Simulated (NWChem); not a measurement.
# P2H3, doublet; SMILES [PH]P

Results from NWChem. Spin-unrestricted. Structure relaxed at the PBE-D3(BJ)/def2-SVP, spin-unrestricted level. No stability test was run on the SCF state.

**Question.** Order these runs by computing time, cheapest first, and give rough ratios: PBE0/3-21G; PBE0/aug-pcseg-1; PBE0/def2-QZVP.

**Answer.** PBE0/3-21G (1), PBE0/aug-pcseg-1 (5), PBE0/def2-QZVP (60). Ratios are rough, from one shared machine; the cheapest took very roughly 2.3 core-seconds. What differs between the cheapest and the dearest: highest occupied level (eV) -6.56 → -6.51; lowest empty minus highest occupied level, either spin (eV) 3.35 → 3.48; dipole (D) 1.47 → 0.80.
